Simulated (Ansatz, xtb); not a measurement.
## Relative energy of two structures of C4H5BCl2O

We compare I, a singlet given by its coordinates, with II, `ClB(Cl)C1=COCC1`, a singlet. Both are isolated molecules in the gas phase, relaxed with PBE0-D3(BJ)/def2-SVP; the shapes shown needn't be the lowest conformers.

I (Å):

```xyz
13

C    -0.9640    1.9014   -0.1347
C    -0.4019    0.5974    0.2781
C    -0.7759   -0.1358    1.4638
C    -0.0547   -1.2825    1.4938
B     0.8904   -1.3212    0.2078
Cl    0.4341   -2.6404   -0.9631
Cl    2.6599   -1.2070    0.6245
O     0.4745    0.0417   -0.4410
H    -0.8667    2.6260    0.6882
H    -0.4631    2.2755   -1.0347
H    -2.0422    1.7830   -0.3293
H    -1.5204    0.2277    2.1749
H    -0.1351   -2.0324    2.2840
```

Close contacts (Å): C1–C2 1.48, C2–C3 1.44, C2–O8 1.26, C3–C4 1.35, C4–B5 1.60, B5–Cl6 1.82, B5–Cl7 1.82, B5–O8 1.57, C1–H9 1.10, C1–H10 1.10, C1–H11 1.10, C3–H12 1.09, C4–H13 1.09.

II (Å):

```yaml
atoms:
  - { symbol: C, position_ang: [0.0957, 0.7980, 1.0652] }
  - { symbol: C, position_ang: [-0.8621, 1.3876, 1.8229] }
  - { symbol: C, position_ang: [-2.1025, 0.3704, 0.2549] }
  - { symbol: C, position_ang: [-0.6260, 0.0608, -0.0455] }
  - { symbol: B, position_ang: [1.5834, 0.8848, 1.3209] }
  - { symbol: Cl, position_ang: [2.7187, 0.0618, 0.2524] }
  - { symbol: Cl, position_ang: [2.2430, 1.7998, 2.6808] }
  - { symbol: O, position_ang: [-2.1151, 1.1955, 1.4393] }
  - { symbol: H, position_ang: [-0.7345, 2.0046, 2.7150] }
  - { symbol: H, position_ang: [-2.6035, 0.9377, -0.5433] }
  - { symbol: H, position_ang: [-2.7043, -0.5238, 0.4733] }
  - { symbol: H, position_ang: [-0.3193, 0.4202, -1.0403] }
  - { symbol: H, position_ang: [-0.4137, -1.0197, -0.0218] }
```

**Question.** Estimate which is lower in electronic energy at CCSD(T)/def2-SVP + ΔMP2/def2-TZVPP, and by roughly how much.

**Answer.** The CCSD(T)/def2-SVP + ΔMP2/def2-TZVPP calculation puts structure I lower, by 11.4 kcal/mol.

How the difference moves with the method:

```csv
level,geometry,E(II) − E(I) (kcal/mol),departure from the last row (kcal/mol),"job, with rough time for the two"
GFN2-xTB,GFN2-xTB,−6.8,−18.2,"optimisation, 0.29 s"
HF/STO-3G,GFN2-xTB,+8.6,−2.8,"single point, 0.4 s"
r2SCAN-D4/def2-SVP,GFN2-xTB,+13.2,+1.9,"single point, 4.2 s"
PBE0-D3(BJ)/def2-SVP,PBE0-D3(BJ)/def2-SVP,+11.1,−0.3,"optimisation, 37 s"
HF/def2-SVP,PBE0-D3(BJ)/def2-SVP,+13.4,+2.0,part of the CCSD(T) run
MP2/def2-SVP,PBE0-D3(BJ)/def2-SVP,+11.6,+0.2,part of the CCSD(T) run
CCSD(T)/def2-SVP,PBE0-D3(BJ)/def2-SVP,+12.4,+1.0,single point
CCSD(T)/def2-SVP + ΔMP2/def2-TZVPP,PBE0-D3(BJ)/def2-SVP,+11.4,,"single point, 85 s"
```

GFN2-xTB puts the two in the other order. The largest departure from CCSD(T)/def2-SVP + ΔMP2/def2-TZVPP is that of GFN2-xTB, 18.2 kcal/mol. The last row adds to CCSD(T) the change of the MP2 difference between the two basis sets, here −1.0 kcal/mol.

With thermal terms from frequencies at re-optimised GFN2-xTB minima (ideal gas, soft modes damped towards free rotors, one conformer each, 298.15 K, 1 atm): on the last row, ΔE + ΔZPE = +13.2, ΔH = +12.8, ΔG = +13.5 kcal/mol.

The correlated steps freeze 16 core orbitals. Codes used: Ansatz 0.2.0, xtb 6.7.1; the last row on 4 threads of Arm Neoverse V2 on a shared host.
